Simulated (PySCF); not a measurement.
Br2Hg (SMILES [Br][Hg][Br]), singlet, geometry from GFN2-xTB (such geometries of metal compounds can be far from the true shape) (core potentials on Hg); R2SCAN/def2-SVP run with PySCF.

Here is a job for PySCF.
```python
from pyscf import gto, scf, dft

mol = gto.M(
    atom='''
Hg    0.000000    0.000000    0.000000
Br    0.000000    0.000000    2.423225
Br   -0.000000   -0.000000   -2.423225
''',
    basis='def2-svp',
    ecp={'Hg': 'def2-svp'},
    charge=0,
    spin=0,
    verbose=4,
)

mf = dft.RKS(mol)
mf.xc = 'r2scan'
mf.kernel()
```

The log (banner, timings and long lists left out):

```
PySCF version 2.14.0

[INPUT] verbose = 4
[INPUT] num. atoms = 3
[INPUT] num. electrons = 90
[INPUT] charge = 0
[INPUT] spin (= nelec alpha-beta = 2S) = 0
[INPUT] symmetry False subgroup None
[INPUT] Mole.unit = angstrom
[INPUT] Symbol           X                Y                Z      unit          X                Y                Z       unit  Magmom
[INPUT]  1 Hg     0.000000000000   0.000000000000   0.000000000000 AA    0.000000000000   0.000000000000   0.000000000000 Bohr   0.0
[INPUT]  2 Br     0.000000000000   0.000000000000   2.423225000000 AA    0.000000000000   0.000000000000   4.579231588199 Bohr   0.0
[INPUT]  3 Br     0.000000000000   0.000000000000  -2.423225000000 AA    0.000000000000   0.000000000000  -4.579231588199 Bohr   0.0

nuclear repulsion = 439.484215034303
number of shells = 36
number of NR pGTOs = 205
number of NR cGTOs = 96
basis = def2-svp
ecp = {'Hg': 'def2-svp'}

******** <class 'pyscf.dft.rks.RKS'> ********
method = RKS
initial guess = minao
damping factor = 0
level_shift factor = 0
DIIS = <class 'pyscf.scf.diis.CDIIS'>
diis_start_cycle = 1
diis_space = 8
diis_damp = 0
SCF conv_tol = 1e-09
SCF conv_tol_grad = None
SCF max_cycles = 50
direct_scf = True
direct_scf_tol = 1e-13
XC library pyscf.dft.libxc version 7.1.2
    S. Lehtola, C. Steigemann, M. J. T. Oliveira, and M. A. L. Marques,  SoftwareX 7, 1–5 (2018)
XC functionals = r2scan
    J. W. Furness, A. D. Kaplan, J. Ning, J. P. Perdew, and J. Sun,  J. Phys. Chem. Lett. 11, 8208–8215 (2020)
    J. W. Furness, A. D. Kaplan, J. Ning, J. P. Perdew, and J. Sun,  J. Phys. Chem. Lett. 11, 9248–9248 (2020)
    J. W. Furness, A. D. Kaplan, J. Ning, J. P. Perdew, and J. Sun,  J. Phys. Chem. Lett. 11, 8208–8215 (2020)
    J. W. Furness, A. D. Kaplan, J. Ning, J. P. Perdew, and J. Sun,  J. Phys. Chem. Lett. 11, 9248–9248 (2020)
radial grids:
    Treutler-Ahlrichs [JCP 102, 346 (1995); DOI:10.1063/1.469408] (M4) radial grids

becke partition: Becke, JCP 88, 2547 (1988); DOI:10.1063/1.454033
pruning grids: <function nwchem_prune>
grids dens level: 3
symmetrized grids: False
atomic radii adjust function: <function treutler_atomic_radii_adjust>
small_rho_cutoff = 0
Set gradient conv threshold to 3.16228e-05
Initial guess from minao.
tot grids = 64592
init E= -5287.65960658554
  HOMO = -0.634099979230819  LUMO = -0.572175635160046  gap/eV = 1.68505
cycle= 1 E= -5299.9921885415  delta_E= -12.3  |g|= 2.17  |ddm|= 16.2
  HOMO = 0.172514309065368  LUMO = 0.186780393612793  gap/eV = 0.38820
cycle= 2 E= -5287.91694044808  delta_E= 12.1  |g|= 6.27  |ddm|= 9.92
  HOMO = -0.304908536230033  LUMO = -0.144985813901289  gap/eV = 4.35172
cycle= 3 E= -5301.25303208124  delta_E= -13.3  |g|= 0.379  |ddm|= 7.59
  HOMO = -0.251172682847251  LUMO = -0.115423852950435  gap/eV = 3.69391
cycle= 4 E= -5301.26568871203  delta_E= -0.0127  |g|= 0.341  |ddm|= 1.08
  HOMO = -0.270797740465006  LUMO = -0.124977536496892  gap/eV = 3.96797
cycle= 5 E= -5301.30124624937  delta_E= -0.0356  |g|= 0.0357  |ddm|= 0.549
  HOMO = -0.269526521553198  LUMO = -0.124396772322772  gap/eV = 3.94918
cycle= 6 E= -5301.30138090048  delta_E= -0.000135  |g|= 0.0105  |ddm|= 0.0294
  HOMO = -0.270444354814884  LUMO = -0.125778751847569  gap/eV = 3.93655
cycle= 7 E= -5301.30140794371  delta_E= -2.7e-05  |g|= 0.00113  |ddm|= 0.0155
  HOMO = -0.270419132213911  LUMO = -0.125810934400914  gap/eV = 3.93499
cycle= 8 E= -5301.30140822441  delta_E= -2.81e-07  |g|= 0.000108  |ddm|= 0.00161
  HOMO = -0.270440068121367  LUMO = -0.12583014574299  gap/eV = 3.93504
cycle= 9 E= -5301.30140822753  delta_E= -3.13e-09  |g|= 2.28e-05  |ddm|= 0.000188
  HOMO = -0.270437455683929  LUMO = -0.125829394159209  gap/eV = 3.93499
cycle= 10 E= -5301.30140822773  delta_E= -1.93e-10  |g|= 1.28e-06  |ddm|= 5.32e-05
  HOMO = -0.270437544389959  LUMO = -0.125829294036479  gap/eV = 3.93499
Extra cycle  E= -5301.30140822774  delta_E= -1.64e-11  |g|= 2.23e-06  |ddm|= 5.95e-06
converged SCF energy = -5301.30140822774
```
